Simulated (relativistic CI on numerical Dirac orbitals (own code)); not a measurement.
**Sensitivity of the levels of Ta⁵⁵⁺ to α and to the nuclear radius**

These numbers are calculated, not measured: Dirac-Coulomb-Breit CI, separate exchange-only KLI orbitals for each configuration, derivatives by finite differences, unscaled Slater integrals, QED left out (own radial code, finite nucleus).

CI space (outside the closed core [Ne]): 3s²3p⁶, 3s²3p⁵3d, 3s3p⁶3d, 3p⁶3d², 3p⁵3d³. Double excitations out of closed p, d and f shells are left out; levels of such configurations are missing from the list, as are those of other unlisted configurations, and high levels can miss mixing partners.

With x = (α/α₀)² − 1 an excitation energy changes as ω = ω₀ + qx; K = 2q/ω₀ is the relative enhancement. Terms are leading LS components, so labels can repeat. The field-shift factor is F = δν/δ⟨r²⟩ for the transition from the lowest level.

Lowest level 3s²3p⁶ ¹S0.

```
        Level  ω₀ (cm⁻¹)   q (cm⁻¹)      K  F (GHz/fm²)
3s²3p⁵3d ³P°0    1884191     109900  0.117         17.9
3s²3p⁵3d ³P°1    1973705     129500  0.131         18.7
3s²3p⁵3d ³F°3    2008569     103900  0.103         18.3
3s²3p⁵3d ³D°2    2041946     110800  0.109         18.5
3s²3p⁵3d ³F°4    2540977     703000  0.553         32.1
3s²3p⁵3d ¹D°2    2584440     711200   0.55         31.7
3s²3p⁵3d ³D°3    2675692     709400   0.53         32.8
3s²3p⁵3d ¹P°1    2911280     744000  0.511         25.4
3s²3p⁵3d ³F°2    4579283  3.248e+06   1.42         -381
3s²3p⁵3d ¹P°1    4887225  3.244e+06   1.33         -376
3s²3p⁵3d ³P°2    5180761  3.856e+06   1.49         -367
3s²3p⁵3d ³F°3    5221124  3.858e+06   1.48         -368
  3s3p⁶3d ³D1    6355230  3.606e+06   1.13        -6850
  3s3p⁶3d ³D2    6407910   3.62e+06   1.13        -6860
  3s3p⁶3d ³D3    6945005  4.206e+06   1.21        -6840
  3s3p⁶3d ¹D2    7056975  4.219e+06    1.2        -6870
   3p⁶3d² ³F2   12842308  7.221e+06   1.12       -13700
   3p⁶3d² ³P0   13037383  7.243e+06   1.11       -13700
   3p⁶3d² ³F3   13400713   7.82e+06   1.17       -13700
   3p⁶3d² ³P2   13490896  7.818e+06   1.16       -13700
   3p⁶3d² ¹G4   13514140  7.823e+06   1.16       -13700
   3p⁶3d² ³P1   13530515   7.83e+06   1.16       -13700
   3p⁶3d² ³F4   14029228  8.411e+06    1.2       -13700
```

At this charge energies of transitions that change n are usually good to better than 1 %, and those within a shell (Δn = 0) to a few per cent.
